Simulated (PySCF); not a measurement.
F3H3O2Ti, SMILES [OH][Ti](<-[OH2])([F])([F])[F], multiplicity 1. Geometry optimised at PBE-D3(BJ)/def2-SVP. The spin state was assumed, not searched. One conformer was computed; it need not be the lowest.

Computed equilibrium geometry at PBE-D3(BJ)/def2-SVP (PySCF confirms it by a frequency run) as a Z-matrix (one conformer of several):
```
Ti
F 1 1.7586
O 1 1.7808 2 99.76
H 3 0.9726 1 133.12 2 3.70
F 1 1.7823 2 117.17 3 -109.13
F 1 1.7830 2 116.58 3 109.04
O 1 2.3784 2 82.62 3 -179.95
H 7 0.9783 1 98.89 2 127.46
H 7 0.9783 8 104.23 5 -107.09
```
Charge 0, spin multiplicity 1.
